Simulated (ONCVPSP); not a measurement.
# aluminium, ONCV: configuration errors across variants

ONCVPSP 4.0.1 input, shortened (lines: element, Z, core and valence counts, functional; n l f; lmax; l rc ep ncon nbas qcut; lloc lpopt rc5 dvloc0; l nproj debl; icmod fcfact rcfact), PBE, scalar-relativistic:

```
  Al 13.00    3    2        4      upf
    1    0    2.00
    2    0    2.00
    2    1    6.00
    3    0    2.00
    3    1    0.50
    2
    0    2.00    0.00    4    7    3.90
    1    2.40    0.00    5    8    3.30
    2    2.35    0.11    3    8    4.30
    4    4    1.40    6.00
    0    2    1.20
    1    2    0.50
    2    2    1.90
    1    0.75    0.00
```

All-electron excitation energies from the reference (eV): (1) 3s2 3p1 -2.086; (2) 3s2 3p0 3.676; (3) 3s1 3p0 22.901; (4) 3s0 3p3 8.365.

A true bound ghost makes a file unfit for plane-wave use even where its test errors are small: the radial tests pick states by their node count and pass the ghost by.

Errors AE − PS in meV (a dash: test not solved or not reliable):

```csv
change,(1),(2),(3),(4),bound ghosts,GHOST(+) flags above zero
base,+0.1,+0.1,+7.8,-4.4,none,p
"all radii but the core radius scaled by about 0.80 (s 1.60, p 1.92, d 1.88 bohr); local potential polynomial inside 1.12 bohr (lpopt 4, dvloc0 6 Ha)",+0.1,+0.1,+4.6,-3.0,"s, p",none
"all radii but the core radius scaled by about 0.87 (s 1.74, p 2.10, d 2.06 bohr); local potential polynomial inside 1.22 bohr (lpopt 4, dvloc0 6 Ha)",+0.1,+0.1,+7.2,-3.4,none,p
"all radii but the core radius scaled by about 0.95 (s 1.90, p 2.28, d 2.24 bohr); local potential polynomial inside 1.34 bohr (lpopt 4, dvloc0 6 Ha)",+0.1,+0.1,+7.9,-3.9,none,p
"all radii but the core radius scaled by about 1.11 (s 2.22, p 2.66, d 2.60 bohr); local potential polynomial inside 1.56 bohr (lpopt 4, dvloc0 6 Ha)",+0.1,+0.1,+5.4,-6.3,none,none
"all radii but the core radius scaled by about 1.23 (s 2.46, p 2.96, d 2.88 bohr); local potential polynomial inside 1.72 bohr (lpopt 4, dvloc0 6 Ha)",0.0,-0.1,-1.1,-13,none,none
"all radii but the core radius scaled by about 1.29 (s 2.58, p 3.10, d 3.04 bohr); local potential polynomial inside 1.80 bohr (lpopt 4, dvloc0 6 Ha)",0.0,-0.2,-5.1,-19,none,none
```

Give the same row for: all radii but the core radius scaled by about 1.18 (s 2.36, p 2.84, d 2.78 bohr); local potential polynomial inside 1.66 bohr (lpopt 4, dvloc0 6 Ha).

+0.1, 0.0, +2.1, -9.6; bound ghosts: none; GHOST(+) flags above zero: none.
